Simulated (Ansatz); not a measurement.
C7H5N, charge +1, doublet, geometry from GFN2-xTB (a state made from the parent by changing its charge; the spin is typed, not shown lowest). Base run: CAM-B3LYP/aug-cc-pVDZ run with Ansatz (a program for electronic structure).

Geometry (Å):
```xyz
13

N      3.0945     0.5457     0.0855
C      1.9703     0.3441     0.0983
C      0.5829     0.1091    -0.0653
C     -0.2975     1.2004     0.0107
C     -1.6494     0.9394     0.1247
C     -2.0984    -0.3752     0.0081
C     -1.2217    -1.4568    -0.0613
C      0.1339    -1.2167    -0.1768
H      0.0738     2.2152     0.0356
H     -2.3419     1.7599     0.2517
H     -3.1594    -0.5527    -0.1451
H     -1.5861    -2.4746    -0.0769
H      0.8321    -2.0334    -0.2940
```
Charge +1, spin multiplicity 2.
Orbitals are unrestricted.
All else is at Ansatz's defaults.
Base energy -323.98275 Eh.

The base run was repeated with changes; each row names its change, and settings that it needs were set with it.

| change | ΔE vs base (kcal/mol) |
|---|---|
| base | 0.000 |
| nuclear_model = gaussian | 0.019 |
| point_charge = charge:1.0 position_ang:-3.9036, -5.225, 2.1862 | 52.70 |
| final_grid = 10, 20, 41 | 0.000 |
| forces = on | 0.000 |
| point_charge = charge:0.5 position_ang:3.4619, -1.3966, 5.1265 | 23.29 |
| lower_state_search = off | 0.000 |
| fitting.mean_field = def2-universal-JKFIT | -0.045 |
| point_charge = charge:-1.0 position_ang:3.3197, 2.3158, 4.8371 | -48.36 |
| lower_state_search = light | 0.000 |
